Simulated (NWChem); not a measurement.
WH₅Cl; SMILES [Cl][WH5]

Program: NWChem. def2 effective core potentials on W; no spin-orbit coupling. Each level has its own optimisation; frequencies are unscaled.

| level | r Cl–W (Å) | highest harmonic frequency (cm⁻¹) | lowest (cm⁻¹) | zero-point energy (kcal/mol) |
|---|---|---|---|---|
| BLYP/def2-SVP | 2.352 | 2028 | 93 | 23.6 |
| LDA (Slater exchange, VWN5)/def2-SVP | 2.369 | 2096 | 333 | 24.4 |
| PBE0/def2-SVP | 2.384 | … | … | … |

Problem. Some entries are withheld; supply them.

Solution. 
- PBE0/def2-SVP, highest harmonic frequency (cm⁻¹): 2160
- PBE0/def2-SVP, lowest (cm⁻¹): 327
- PBE0/def2-SVP, zero-point energy (kcal/mol): 25.1
